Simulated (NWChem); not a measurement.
System: C₂H₆N, doublet; SMILES C[CH]N

Input file for NWChem:

```
start job
memory heap 200 mb stack 900 mb global 1100 mb
geometry units angstroms noautosym nocenter noautoz
  C      0.190104     1.247043    -0.016604
  C     -0.516132    -0.053393     0.111354
  N      0.216015    -1.220538    -0.099023
  H     -0.464742     2.081045     0.275295
  H      1.084550     1.290261     0.632211
  H      0.543626     1.451368    -1.049817
  H     -1.570995    -0.116906    -0.175302
  H      1.139029    -1.218604     0.327391
  H     -0.276538    -2.076152     0.135332
end
basis spherical
  * library iglo-ii
end
dft
  odft
  mult 2
  xc hfexch
  iterations 150
end
property
  hyperfine
end
task dft property
```

Coordinates come from a PBE0/def2-SVP, spin-unrestricted optimisation. No stability test was run on the SCF state.

Fermi-contact couplings, non-relativistic, static geometry.

Atoms are numbered as in the input.

Problem. What results follow from this input? (UHF/IGLO-II, contact and dipolar terms.) Quantities: basis functions; A(iso) 13C atom 1 (MHz); A(iso) 13C atom 2 (MHz); A(iso) 1H atom 4 (MHz); A(iso) 1H atom 5 (MHz); A(iso) 1H atom 6 (MHz); A(iso) 1H atom 7 (MHz); <S²>.

Solution. 
```yaml
number_of_basis_functions: 102
A(iso) 13C atom 1 (MHz): -55.4
A(iso) 13C atom 2 (MHz): 236
A(iso) 1H atom 4 (MHz): 17.2
A(iso) 1H atom 5 (MHz): 45.3
A(iso) 1H atom 6 (MHz): 117
A(iso) 1H atom 7 (MHz): -87.6
"<S²>": 0.762
```
